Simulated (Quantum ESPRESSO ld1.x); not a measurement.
Q: Coherent X-ray form factor from a spherical all-electron density. Method: Dirac Kohn-Sham, PBEsol, spin-unpolarised, spherical densities, point nucleus; computed with ld1.x of Quantum ESPRESSO 7.5.

| sin(theta)/lambda (1/angstrom) | f0 (electrons) |
|---|---|
| 0.05 | 49.152 |
| 0.1 | 46.938 |
| 0.15 | 44.047 |
| 0.2 | 41.032 |
| 0.25 | 38.153 |
| 0.3 | 35.476 |
| 0.4 | 30.725 |
| 0.5 | 26.783 |
| 0.6 | 23.662 |
| 0.8 | 19.433 |
| 1 | 16.683 |
| 1.25 | 13.868 |
| 1.5 | 11.332 |
| 2 | 7.651 |

The species is in the configuration that NIST lists as its ground one. Which atom or ion scatters so?

A: The antimony ion Sb+, [Kr] 4d10 5s2 5p2. Extrapolating in s^2 from the first two rows gives f0(0) = 49.9, near the electron count 50; among species with that count, the fall with angle is slower the higher Z, and the table is that of Z = 51; from so few rows the species is fixed only to a neighbour or two.
